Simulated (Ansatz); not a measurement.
Wavefunction ladder for C$_{2}$H$_{6}$F$_{2}$Si (`FC(F)C[SiH3]`)

```xyz
11

F     1.659    0.860   -0.748
C     1.277    0.307    0.438
F     1.860    1.049    1.419
C    -0.216    0.328    0.570
Si   -1.128   -0.583   -0.809
H     1.711   -0.698    0.488
H    -0.482   -0.128    1.528
H    -0.545    1.371    0.601
H    -2.558   -0.702   -0.426
H    -1.022    0.144   -2.096
H    -0.556   -1.947   -0.966
```

The species carries charge 0 and has multiplicity 1. Geometry: relaxed with PBE0-D4/def2-TZVP. It is one conformer, not always the lowest. Frozen core, restricted reference, Ansatz 0.2.0. CBS rows extrapolate triple and quadruple zeta; past MP2 they add the triple-zeta difference.

| basis | HF (Eh) | MP2 corr. | CCSD corr. | (T) | CCSD(T) total |
| --- | --- | --- | --- | --- | --- |
| def2-SVP | -566.73091 | -0.74695 | -0.79653 | -0.01776 | -567.54520 |
| def2-TZVPP | -567.17256 | -0.96479 | ? | ? | ? |
| def2-QZVPP | ? | -1.04456 | – | – | – |
| CBS(def2) | -567.19678 | -1.10365 | ? | as TZ | ? |

(1) Fill in the withheld values. (Estimate.)

## Answers

(1) Computed: def2-TZVPP CCSD corr.: -1.00569; def2-TZVPP (T): -0.03328; def2-TZVPP CCSD(T) total: -568.21153; def2-QZVPP HF (Eh): -567.19384; CBS(def2) CCSD corr.: -1.14454; CBS(def2) CCSD(T) total: -568.37460.
